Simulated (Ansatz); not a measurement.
System: H3BPO, charge 0, doublet. H3BPO (SMILES OB[PH], doublet).
B3LYP-D3(BJ)/def2-TZVP minimum from Ansatz (a program for electronic structure):
```
B
O 1 1.3547
H 2 0.9647 1 115.07
H 1 1.1928 2 116.19 3 179.92
P 1 1.9389 4 122.35 2 -176.84
H 5 1.4213 1 94.84 4 -29.75
```
Charge 0, spin multiplicity 2.

Total energies in aug-cc-pV(D+d)Z, 17 correlated electrons, 7 frozen orbitals. UHF or UKS for unpaired electrons; spin-orbit terms are left out. Cores are frozen in correlated methods. No relativity.

```
method    program  energy (Eh)  minus CCSDT(Q) (mEh)
--------  -------  -----------  --------------------
HF         Ansatz   -442.07402                442.92
MP2        Ansatz   -442.46437                 52.57
CCSD       Ansatz   -442.50095                 15.99
CCSD(T)    Ansatz   -442.51471                  2.23
CCSDT(Q)   Ansatz   -442.51694                  0.00
```

Rough core times of Ansatz's runs on a shared machine: CCSD(T) 40 s, CCSDT(Q) 3 h.
